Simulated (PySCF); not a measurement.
GaCl₂: adding exact exchange

Base calculation in PySCF with density fitting and no spin–orbit coupling, PBE/def2-TZVP (no relativity): doublet, C2v, Ga–Cl 2.186 Å (×2); Cl–Ga–Cl 120.2°; wavenumbers 106, 347, 398 cm⁻¹; dipole moment 1.61 D, polar-tensor charge of Ga 0.94 e, atomisation energy (no zero-point energy) 699 kJ/mol.

Question: What changes on going to PBE0/def2-TZVP (no relativity)?

Answer: The point group stays the same. Changes: mean bond to Ga -0.026 Å, smallest bond angle -1.1 degrees, highest wavenumber +24 cm⁻¹, lowest wavenumber +10 cm⁻¹, dipole moment +0.14 D, polar-tensor charge of Ga +0.09 e, atomisation energy (no zero-point energy) -11 kJ/mol. The new structure has Ga–Cl 2.160 Å (×2); Cl–Ga–Cl 119.1°, with wavenumbers 116, 374, 422 cm⁻¹. Exact exchange shortens and stiffens the bonds, the usual pattern.

Only the bonding shown was studied: isomers, or loss of a ligand pair, can lie lower.
